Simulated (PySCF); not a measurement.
Vertical excitations of a molecule C2H12OSi3 from TDA-PBE/def2-SVPD (PySCF), as energy in eV (oscillator strength): 5.69 (0.003), 6.19 (0.018), 6.25 (0.004), 6.43 (0.037), 6.52 (0.018), 6.65 (0.004). Lowest triplet (TDA): 5.35 eV. Geometry: PBE0-D3(BJ)/def2-SVP. One conformer was computed; it need not be the lowest.

Problem. Pick the molecule that these values belong to.
A) C[Si@@H]([SiH3])C[SiH2]O
B) [SiH3]OCC([SiH3])[SiH3]
C) O[SiH2][SiH2]CC[SiH3]
D) O[Si@@H]([SiH3])CC[SiH3]

Solution. D, O[Si@@H]([SiH3])CC[SiH3]
